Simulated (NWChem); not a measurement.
A series in which one site is exchanged, each optimised at PBE0/def2-SVP with NWChem, gas phase unless a solvent is named. For some, no frequency run checked for a minimum. def2 effective core potentials on I; no spin-orbit coupling.

A: C=C(F)I (C$_{2}$H$_{2}$FI; site = F)
B: C(=C)(I)I (C2H2I2; site = I)
C: C(Cl)(=C)I (C$_{2}$H$_{2}$ClI; site = Cl)
D: C(I)=C (C2H3I; site = H)

Problem. Rank them by vertical ionisation energy, ΔSCF, CAM-B3LYP/def2-SVP (eV), lowest first.

Solution. B (9.14), D (9.32), C (9.37), A (9.53)
